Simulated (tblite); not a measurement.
Record of a relaxation.

Compound: C7H13O2P.
SMILES with atom numbers: `[CH2:1]=[CH:2][CH2:3][P@@:4]([CH3:5])(=[O:6])[CH2:7][C:8]([CH3:9])=[O:10]` (hydrogens: H11, H12 on C1; H13 on C2; H14, H15 on C3; H16, H17, H18 on C5; H19, H20 on C7; H21, H22, H23 on C9)

Computed with GFN2-xTB (tblite), gas phase: L-BFGS steps from a force-field or distance-geometry start until the largest atomic force falls under 0.01 eV/Å. 5 of its 179 geometries are shown.

Step 0: E = -877.5373 eV, largest atomic force 5.034 eV/Å
```
atom  x, y, z in Å  |  force x, y, z in eV/Å
C1     -2.730    1.301   -0.287   -0.260   0.851  -0.292
C2     -2.358    0.058   -0.063   -0.409   0.146   1.070
C3     -1.485   -0.731   -0.982   -1.698   0.693  -0.148
P4      0.043   -1.216   -0.170    1.389  -4.632  -1.398
C5     -0.472   -1.973    1.438    0.823   1.539   1.097
O6      0.752   -2.270   -0.983   -0.884   1.545   1.103
C7      1.089    0.145    0.319    0.070   2.059   1.686
C8      2.054    0.597   -0.708    0.750  -0.779  -2.986
C9      2.950    1.743   -0.329   -0.904   0.152   1.816
O10     2.135    0.085   -1.818   -0.349   0.710   1.436
H11    -2.438    1.829   -1.199   -0.101  -0.185   0.368
H12    -3.369    1.872    0.394    0.348  -0.354  -0.310
H13    -2.714   -0.385    0.896    0.447  -0.012  -0.937
H14    -2.070   -1.651   -1.218    0.801   0.253  -0.070
H15    -1.334   -0.137   -1.903    0.218  -0.450   0.277
H16     0.474   -2.358    1.894   -0.827  -0.164  -0.539
H17    -0.758   -1.126    2.129   -0.241  -1.041  -0.563
H18    -1.238   -2.739    1.315    0.297   0.274   0.115
H19     1.709   -0.042    1.242   -0.816  -0.208  -0.573
H20     0.418    1.016    0.556    0.453  -0.506   0.018
H21     2.247    2.583   -0.069    0.951  -0.406  -0.474
H22     3.410    1.446    0.646    0.091   0.445  -0.819
H23     3.680    1.980   -1.091   -0.150   0.070   0.122
```

Step 44: E = -878.4012 eV, largest atomic force 0.136 eV/Å
```
atom  x, y, z in Å  |  force x, y, z in eV/Å
C1     -2.515    1.340   -0.367    0.027  -0.037   0.016
C2     -2.290    0.053   -0.163   -0.048  -0.022  -0.050
C3     -1.364   -0.768   -0.992    0.013   0.042   0.027
P4      0.134   -1.303   -0.051   -0.010  -0.034  -0.020
C5     -0.466   -2.018    1.536    0.024   0.037  -0.034
O6      1.033   -2.201   -0.781   -0.055   0.034   0.025
C7      0.948    0.263    0.523    0.001  -0.043  -0.005
C8      1.610    0.872   -0.681    0.006   0.040  -0.050
C9      2.882    1.635   -0.424    0.041   0.025  -0.012
O10     1.122    0.762   -1.777    0.057   0.067   0.086
H11    -2.039    1.872   -1.177   -0.014  -0.029   0.061
H12    -3.182    1.913    0.259    0.041  -0.051  -0.045
H13    -2.785   -0.470    0.648    0.001   0.045  -0.043
H14    -1.837   -1.681   -1.371    0.024   0.017   0.133
H15    -0.984   -0.202   -1.844   -0.039  -0.025  -0.034
H16     0.388   -2.492    2.017   -0.050  -0.017  -0.041
H17    -0.875   -1.255    2.194   -0.066  -0.080  -0.033
H18    -1.215   -2.779    1.315    0.066   0.058   0.059
H19     1.672    0.028    1.304   -0.009  -0.008   0.057
H20     0.194    0.941    0.925   -0.002   0.015  -0.038
H21     2.621    2.643   -0.099   -0.007  -0.040  -0.029
H22     3.479    1.174    0.357   -0.003  -0.049   0.003
H23     3.463    1.702   -1.339    0.003   0.053  -0.033
```

Step 89: E = -878.5203 eV, largest atomic force 0.130 eV/Å
```
atom  x, y, z in Å  |  force x, y, z in eV/Å
C1     -2.328    1.310   -0.419   -0.021   0.030  -0.001
C2     -2.292   -0.006   -0.310   -0.068  -0.005   0.078
C3     -1.273   -0.845   -0.996   -0.067   0.012  -0.060
P4      0.210   -1.184    0.042   -0.023   0.033   0.036
C5     -0.363   -1.995    1.583   -0.045   0.026   0.077
O6      1.258   -1.938   -0.656    0.062   0.043  -0.010
C7      0.742    0.491    0.641    0.027   0.015  -0.004
C8      1.328    1.195   -0.548   -0.075   0.080  -0.069
C9      2.822    1.328   -0.555   -0.036   0.084   0.030
O10     0.630    1.628   -1.434    0.100  -0.071   0.042
H11    -1.615    1.824   -1.039   -0.002   0.067  -0.036
H12    -3.046    1.919    0.102   -0.070  -0.038   0.012
H13    -3.003   -0.530    0.313   -0.043  -0.045   0.049
H14    -1.678   -1.815   -1.299    0.078   0.022   0.005
H15    -0.885   -0.327   -1.876    0.034  -0.062  -0.041
H16     0.517   -2.195    2.193   -0.006  -0.018  -0.012
H17    -1.062   -1.377    2.142    0.009  -0.048  -0.065
H18    -0.825   -2.946    1.322    0.002   0.030  -0.001
H19     1.468    0.364    1.443    0.021  -0.025   0.023
H20    -0.149    1.009    0.999    0.050  -0.003  -0.013
H21     3.101    2.050    0.217    0.047  -0.094  -0.073
H22     3.290    0.373   -0.327   -0.036  -0.007  -0.028
H23     3.148    1.693   -1.527    0.063  -0.025   0.059
```

Step 134: E = -878.5918 eV, largest atomic force 0.032 eV/Å
```
atom  x, y, z in Å  |  force x, y, z in eV/Å
C1     -2.536    1.214   -0.445    0.010  -0.007   0.000
C2     -2.297   -0.081   -0.335   -0.003  -0.009   0.002
C3     -1.156   -0.765   -1.004   -0.006  -0.001   0.007
P4      0.280   -1.041    0.117    0.007  -0.019  -0.017
C5     -0.363   -1.904    1.602   -0.013   0.009   0.017
O6      1.393   -1.754   -0.525   -0.001  -0.008  -0.003
C7      0.754    0.648    0.722   -0.003   0.000  -0.002
C8      1.356    1.318   -0.484    0.003   0.002  -0.003
C9      2.827    1.096   -0.649    0.005   0.014   0.005
O10     0.676    1.921   -1.279   -0.009  -0.005   0.019
H11    -1.903    1.848   -1.044   -0.020   0.001   0.007
H12    -3.362    1.684    0.062    0.008   0.007  -0.006
H13    -2.930   -0.711    0.278   -0.011   0.005  -0.023
H14    -1.436   -1.755   -1.375    0.020  -0.005   0.001
H15    -0.766   -0.178   -1.840   -0.018   0.011   0.017
H16     0.471   -2.076    2.278    0.015  -0.012  -0.004
H17    -1.141   -1.343    2.108   -0.011   0.028  -0.011
H18    -0.751   -2.869    1.277    0.015   0.014   0.008
H19     1.472    0.525    1.532    0.010  -0.006  -0.014
H20    -0.139    1.172    1.061   -0.008  -0.007   0.000
H21     3.370    1.499    0.203    0.000  -0.011  -0.007
H22     2.996    0.020   -0.686    0.009  -0.002  -0.003
H23     3.182    1.559   -1.566    0.002   0.001   0.010
```

Step 178: E = -878.5958 eV, largest atomic force 0.010 eV/Å
```
atom  x, y, z in Å  |  force x, y, z in eV/Å
C1     -2.552    1.175   -0.421    0.008  -0.004   0.002
C2     -2.308   -0.122   -0.368   -0.004  -0.006   0.000
C3     -1.131   -0.762   -1.017   -0.004   0.004   0.003
P4      0.285   -1.042    0.128    0.001   0.002  -0.004
C5     -0.388   -1.858    1.626   -0.006   0.003  -0.002
O6      1.393   -1.779   -0.494    0.004   0.000   0.006
C7      0.778    0.644    0.727   -0.003   0.000   0.004
C8      1.363    1.329   -0.478   -0.009  -0.004  -0.002
C9      2.827    1.091   -0.677   -0.001   0.001  -0.004
O10     0.674    1.958   -1.244    0.004   0.004  -0.004
H11    -1.898    1.845   -0.956   -0.005  -0.002   0.008
H12    -3.405    1.616    0.068    0.006  -0.005  -0.006
H13    -2.970   -0.788    0.172    0.000   0.005   0.003
H14    -1.371   -1.748   -1.425   -0.001   0.003  -0.001
H15    -0.733   -0.140   -1.824   -0.002   0.000   0.000
H16     0.439   -2.047    2.308    0.000   0.004  -0.004
H17    -1.146   -1.253    2.113   -0.002   0.005   0.002
H18    -0.812   -2.814    1.324    0.004  -0.004  -0.004
H19     1.511    0.506    1.521   -0.002  -0.003   0.005
H20    -0.106    1.168    1.089    0.000  -0.007  -0.002
H21     3.391    1.435    0.187    0.010  -0.003   0.001
H22     2.976    0.016   -0.774    0.001   0.001   0.007
H23     3.179    1.595   -1.573    0.003   0.005  -0.006
```

Q: Summarise the path.

A: The energy falls by 24.41 kcal/mol from step 0 to step 178; nine tenths of that is first reached at step 80. It falls at every step. The largest force goes from 5.034 to 0.010 eV/Å. Among the bonds P4–C7 changes most, from 1.785 to 1.856 Å; the atoms move by 0.952 Å rms after alignment.

Q: Follow the three bonds and two angles with the largest change from start to end.

A: 
```csv
step,E above end (kcal/mol),largest force (eV/Å),P4–C7 (Å),C3–P4 (Å),C5–H17 (Å),P4–C7–C8 (°),C3–P4–C7 (°)
0,24.41,5.034,1.785,1.797,1.130,115.2,114.6
8,9.63,0.199,1.853,1.849,1.087,112.4,108.5
15,8.86,0.188,1.858,1.849,1.085,113.5,107.0
23,7.55,0.240,1.868,1.856,1.089,114.0,104.3
31,5.89,0.195,1.858,1.847,1.085,110.7,103.4
39,4.88,0.144,1.848,1.840,1.084,107.9,104.5
46,4.39,0.118,1.856,1.849,1.084,106.7,105.8
54,3.96,0.093,1.861,1.847,1.086,106.0,107.8
62,3.56,0.120,1.859,1.847,1.085,106.0,108.6
70,3.09,0.082,1.859,1.843,1.086,106.7,107.4
77,2.65,0.155,1.858,1.844,1.086,107.2,106.9
85,2.00,0.140,1.860,1.844,1.084,106.4,104.8
93,1.25,0.245,1.852,1.849,1.083,105.0,104.9
101,0.74,0.076,1.855,1.846,1.085,103.7,105.7
108,0.59,0.066,1.856,1.842,1.086,103.5,105.7
116,0.39,0.065,1.855,1.844,1.085,103.8,105.1
124,0.25,0.052,1.856,1.844,1.084,104.3,104.7
132,0.10,0.038,1.857,1.841,1.085,104.4,104.9
139,0.07,0.021,1.856,1.842,1.085,104.2,105.1
147,0.04,0.027,1.856,1.841,1.085,104.6,105.3
155,0.03,0.015,1.855,1.842,1.085,104.9,105.3
163,0.02,0.010,1.855,1.842,1.085,105.1,105.5
170,0.01,0.018,1.855,1.841,1.085,105.0,105.6
178,0.00,0.010,1.856,1.842,1.085,105.0,105.5
```

What follows is the cost of the whole relaxation. The run took 1.7 s wall on one thread, Intel Xeon Platinum 8488C (x86_64), on a shared host.
